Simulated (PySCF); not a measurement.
PySCF job for CH₆ClNOSi, SMILES O[Si](N)(C)Cl, C-PCM-B3LYP/def2-SVP. Geometry optimised at PBE0-D3(BJ)/def2-SVP. The structure was generated by enumeration, and PubChem lists no compound with its InChIKey, so it may never have been made. The values are those of a single conformer.

```python
import numpy as np
from pyscf import gto, scf, dft
from pyscf.solvent import pcm

mol = gto.M(
    atom='''
    C     1.69023015   -0.85574549   -0.51172921
    Si    0.07200281    0.03531433   -0.33004453
    N    -1.09127133   -0.67450717   -1.37705041
    O     0.14882607    1.66225573   -0.64344193
    Cl   -0.45502362   -0.03923716    1.67929838
    H     1.60442840   -1.90338794   -0.18467245
    H     2.45553221   -0.37113891    0.11249528
    H     2.03529608   -0.84338880   -1.55720533
    H    -2.05618648   -0.36288220   -1.32857703
    H    -1.05351416   -1.67536191   -1.53854429
    H     0.04871600    1.88676824   -1.57368154
    ''',
    basis='def2-SVP',
    charge=0,
    spin=0,
    max_memory=1600,
    verbose=3,
)
mf = dft.RKS(mol, xc='b3lyp').density_fit(auxbasis='def2-universal-jkfit')
mf.grids.level = 3
mf.conv_tol = 1e-9
mf.max_cycle = 100
mf.kernel()
res = {}
for name, eps in {'water': 78.355, 'cyclohexanone': 15.619, '1-octanol': 9.8629}.items():
    s = mf.PCM()
    s.with_solvent.method, s.with_solvent.eps, s.with_solvent.lebedev_order = 'C-PCM', eps, 29
    s.kernel(mf.make_rdm1())
    res[name] = (s.e_tot, eps, s.dip_moment(), s.mo_energy, s.converged)
    print(f'{name}: electrostatic solvation free energy {(s.e_tot - mf.e_tot) * 627.509474:.3f} kcal/mol')
```

Log of the run:

```
converged SCF energy = -921.196490840744

WARN: PCM is an experimental feature. It is still in testing.
Features and APIs may be changed in the future.

converged SCF energy = -921.208580429686
Dipole moment(X, Y, Z, Debye): -0.39534, -1.75352, -3.58818
water: electrostatic solvation free energy -7.586 kcal/mol

WARN: PCM is an experimental feature. It is still in testing.
Features and APIs may be changed in the future.

converged SCF energy = -921.207879667995
Dipole moment(X, Y, Z, Debye): -0.39051, -1.73055, -3.54191
cyclohexanone: electrostatic solvation free energy -7.147 kcal/mol

WARN: PCM is an experimental feature. It is still in testing.
Features and APIs may be changed in the future.

converged SCF energy = -921.207374743834
Dipole moment(X, Y, Z, Debye): -0.38709, -1.71418, -3.50890
1-octanol: electrostatic solvation free energy -6.830 kcal/mol
```

The run converged.

Cost: about 60 core-seconds (a rough figure).
